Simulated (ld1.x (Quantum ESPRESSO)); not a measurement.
What one change does to a pseudopotential (gallium, TM semilocal)

ld1.x (Quantum ESPRESSO) 7.5 input, shortened:

```
&input
   title='Ga', zed=31., rel=1, dft='PBESOL', iswitch=3,
   config='[Ar] 3d10 4s1 4p0'
 /
 &inputp
   pseudotype=1, tm=.true., lloc=0,
   nlcc=.true., rcore=0.70
 /
2
4P  2  1   0.00   0.00  1.55  1.55  0.0
4S  1  0   1.00   0.00  1.45  1.45  0.0
 &test
   configts(1)='4s1 4p0'
 /
```

Change: wave 4p (bound): rc 1.55 bohr becomes 4p (bound): rc 1.18 bohr.

Cutoffs: the cutoffs (Ry, on a coarse ladder) from which the occupation-weighted sum of valence levels, in a spherical-Bessel basis at the reference potential, stays within 10 and 1 mRy of its value at 400 Ry; they do not see the model core or the augmentation charge, which bear on the density cutoff. Errors are all-electron minus pseudo energies relative to the spin-unpolarised reference configuration.

Task: What does the change do?

Result: The potential gets neither clearly harder nor softer (30 Ry and 70 Ry → 30 Ry and 70 Ry); a bound ghost appears in p, which as a rule spoils a file; of the 7 tests that both files solve, the error grows in 0 and shrinks in 5 by more than 15 % and 0.3 meV (median size 95.6 → 95.6 meV). Less of the atom is replaced, so other configurations are described better. A semilocal file is local in each channel, so a ghost entry of none says nothing of the separable form that plane-wave codes build from it.

| quantity | base | changed |
| --- | --- | --- |
| cutoff, loose | 30 Ry | 30 Ry |
| cutoff, tight | 70 Ry | 70 Ry |
| bound ghosts | none | p |
| error for 4s2 4p1, meV [ΔE -26.82 eV] | -150 | -121 |
| error for 4s2 4p0, meV [ΔE -21.14 eV] | -96 | -96 |
| error for 4s2 4p0.5, meV [ΔE -24.79 eV] | -130 | -116 |
| error for 4s2 4p1.3, meV [ΔE -27.35 eV] | -154 | -119 |
| error for 4s1 4p2, meV [ΔE -20.26 eV] | -69 | -28 |
| error for 4s1 4p1, meV [ΔE -13.73 eV] | -33 | -23 |
| error for 4s0 4p3, meV [ΔE -13.43 eV] | -24 | +8.4 |

Changed file: The cutoffs count occupied waves only; the empty 4p level needs 200 Ry at the loose tolerance. A true bound ghost makes a file unfit for plane-wave use even where its test errors are small: the radial tests pick states by their node count and pass the ghost by.
